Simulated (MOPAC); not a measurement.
MOPAC input (PM3):

```
PM3 1SCF CHARGE=1 GEO-OK AUX(PRECISION=9) THREADS=1
HF2OSi

Si   -0.00516600 1    0.00120900 1    0.00336700 1
O     1.38196900 1   -0.56400300 1   -0.38810600 1
F    -0.70509900 1   -0.24961000 1    1.34259800 1
F    -0.73755000 1    0.87443300 1   -1.01424800 1
H     2.00041200 1   -1.12830800 1    0.10256600 1
```

Output:

```
 *******************************************************************************
 **                                                                           **
 **                              MOPAC v23.2.5                                **
 **                                                                           **
 *******************************************************************************
 ** MOPAC's Digital Object Identifier: https://doi.org/10.5281/zenodo.6511958 **
 **                                                                           **
 ** Please cite the open-source release paper for use of this MOPAC version:  **
 ** J. E. Moussa and J. J. P. Stewart (2026)                                  **
 ** MOPAC: An open-source semiempirical molecular orbital program             **
 ** J. Open Source Softw., 11(119), 8025, https://doi.org/10.21105/joss.08025 **
 *******************************************************************************

                              PM3 CALCULATION RESULTS

 *******************************************************************************
 *  PM3        - The PM3 Hamiltonian to be used
 *  GEO-OK     - OVERRIDE INTERATOMIC DISTANCE AND OTHER SAFETY CHECKS
 *
 *
 *
 *                 CHARGE ON SYSTEM = +1
 *
 *
 *
 *  1SCF       - DO 1 SCF AND THEN STOP
 *  AUX        - OUTPUT AUXILIARY INFORMATION
 *******************************************************************************
PM3 1SCF CHARGE=1 GEO-OK AUX(PRECISION=9) THREADS=1
 HF2OSi

   ATOM   CHEMICAL          X               Y               Z
  NUMBER   SYMBOL      (ANGSTROMS)     (ANGSTROMS)     (ANGSTROMS)

     1      Si         -0.00516600  *   0.00120900  *   0.00336700  *
     2       O          1.38196900  *  -0.56400300  *  -0.38810600  *
     3       F         -0.70509900  *  -0.24961000  *   1.34259800  *
     4       F         -0.73755000  *   0.87443300  *  -1.01424800  *
     5       H          2.00041200  *  -1.12830800  *   0.10256600  *

          CARTESIAN COORDINATES

    NO.       ATOM           X           Y           Z

     1        Si         -0.0052      0.0012      0.0034
     2         O          1.3820     -0.5640     -0.3881
     3         F         -0.7051     -0.2496      1.3426
     4         F         -0.7376      0.8744     -1.0142
     5         H          2.0004     -1.1283      0.1026

  H: (PM3): J. J. P. STEWART, J. COMP. CHEM. 10, 209 (1989).
  O: (PM3): J. J. P. STEWART, J. COMP. CHEM. 10, 209 (1989).
  F: (PM3): J. J. P. STEWART, J. COMP. CHEM. 10, 209 (1989).
 Si: (PM3): J. J. P. STEWART, J. COMP. CHEM. 10, 209 (1989).

           Empirical Formula: H O Si F2  =     5 atoms

      MOLECULAR POINT GROUP   :   Cs

      RHF CALCULATION, NO. OF DOUBLY OCCUPIED LEVELS = 12

 -------------------------------------------------------------------------------
 PM3 1SCF CHARGE=1 GEO-OK AUX(PRECISION=9) THREADS=1
 HF2OSi

     1SCF WAS SPECIFIED, SO BFGS WAS NOT USED
     SCF FIELD WAS ACHIEVED

                              PM3 CALCULATION
                                                       MOPAC v23.2.5 Linux

          FINAL HEAT OF FORMATION =        -87.30952 KCAL/MOL =    -365.30303 KJ/MOL

          COSMO AREA              =         92.49 SQUARE ANGSTROMS
          COSMO VOLUME            =         78.39 CUBIC ANGSTROMS

          IONIZATION POTENTIAL    =         18.177851 EV
          HOMO LUMO ENERGIES (EV) =        -18.178 -5.713
          NO. OF FILLED LEVELS    =         12
          MOLECULAR WEIGHT        =         83.0896         POINT GROUP:  Cs

          MOLECULAR DIMENSIONS (Angstroms)

            Atom       Atom       Distance
            H     5    F     4     3.57137
            F     3    O     2     2.43403
           Si     1    F     4     0.00000

          SCF CALCULATIONS        =          1

   ATOM   CHEMICAL          X               Y               Z
  NUMBER   SYMBOL      (ANGSTROMS)     (ANGSTROMS)     (ANGSTROMS)

     1      Si         -0.00516600  *   0.00120900  *   0.00336700  *
     2       O          1.38196900  *  -0.56400300  *  -0.38810600  *
     3       F         -0.70509900  *  -0.24961000  *   1.34259800  *
     4       F         -0.73755000  *   0.87443300  *  -1.01424800  *
     5       H          2.00041200  *  -1.12830800  *   0.10256600  *

                             CARTESIAN COORDINATES

   1   Si       -0.005166000     0.001209000     0.003367000
   2    O        1.381969000    -0.564003000    -0.388106000
   3    F       -0.705099000    -0.249610000     1.342598000
   4    F       -0.737550000     0.874433000    -1.014248000
   5    H        2.000412000    -1.128308000     0.102566000

           Empirical Formula: H O Si F2  =     5 atoms

      MOLECULAR POINT GROUP   :   Cs

                  EIGENVALUES
 -42.44339 -27.65590 -27.58418 -23.38676 -22.37185 -21.83401 -21.46452 -20.95224
 -20.75711 -20.75669 -18.53374 -18.17785  -5.71309  -4.91151  -2.90863  -2.66094
  -0.30649

              NET ATOMIC CHARGES AND DIPOLE CONTRIBUTIONS

  ATOM NO.   TYPE          CHARGE      No. of ELECS.   s-Pop       p-Pop
    1         Si           1.634131        2.3659     0.74384     1.62203
    2          O          -0.495789        6.4958     1.71492     4.78087
    3          F          -0.226295        7.2263     1.59602     5.63028
    4          F          -0.204322        7.2043     1.58388     5.62044
    5          H           0.292275        0.7077     0.70773
 DIPOLE           X         Y         Z       TOTAL
 POINT-CHG.     1.165    -0.919     0.618     1.607
 HYBRID         0.639    -0.458     0.241     0.823
 SUM            1.805    -1.378     0.859     2.427

          ATOMIC ORBITAL ELECTRON POPULATIONS

     Atom    s        px        py        pz
    1 Si   0.74384   0.54373   0.47782   0.60048
    2  O   1.71492   1.45860   1.63281   1.68946
    3  F   1.59602   1.90470   1.91522   1.81035
    4  F   1.58388   1.89588   1.85816   1.86639
    5  H   0.70773

 **********************
 *                    *
 * JOB ENDED NORMALLY *
 *                    *
 **********************

 == MOPAC DONE ==
```

The dipole moment of an ion depends on the origin.

The geometry given is a B3LYP-D3(BJ)/def2-TZVP minimum.
